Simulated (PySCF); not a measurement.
C₆H₈N₂.
SMILES: `c1(C)c(cnnc1)C`

The closed-shell ground state was solved at several levels (PySCF, density fitting, gas phase, non-relativistic). Geometry: GFN2-xTB; no solvent, vibrations or thermal averaging.

| level | basis functions | HOMO (eV) | LUMO (eV) | gap (eV) | dipole (D) |
| --- | --- | --- | --- | --- | --- |
| CAM-B3LYP/def2-SVPD | 224 | -7.86 | -0.04 | 7.82 | 5.21 |
| PBE0/def2-SVPD | 224 | -6.39 | -1.15 | 5.24 | 5.15 |

Q: Estimate the row for PBE0/pcSseg-1, a basis of 176 functions; the other rows only guide the guess.

A: HOMO -6.42 eV, LUMO -1.11 eV, gap 5.31 eV, dipole 5.19 D.

Q: Over all these levels, which gives the widest orbital gap and which the narrowest?

A: CAM-B3LYP/def2-SVPD (range-separated hybrid) has the widest, 7.82 eV, and PBE0/def2-SVPD (global hybrid, 25 % exact exchange) the narrowest, 5.24 eV. The two share the basis. From the narrowest to the widest the HOMO moves by -1.47 eV and the LUMO by +1.11 eV.

Q: How far do the dipole and the HOMO energy spread over the levels?

A: The dipole runs from 5.15 to 5.21 D (mean 5.18 D) and the HOMO from -7.86 to -6.39 eV.
